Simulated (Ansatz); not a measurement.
Harmonic frequencies (cm⁻¹) at PBE0-D4/def2-TZVP from Ansatz: 73, 143, 160, 198, 252, 282, 292, 306, 363, 407, 581, 688, 742, 1084, 3894.

Each molecule was computed in one conformer, which needn't be the lowest.

Q: Which molecule is it?
A. `[NH]=[W](=[NH])([Cl])[Cl]`
B. `[OH][W]([F])([F])([F])=[S]`
C. `[NH2][W](=[O])([F])=[S]`
D. `[O]=[W]([OH])([F])([Cl])[Cl]`

A: D.
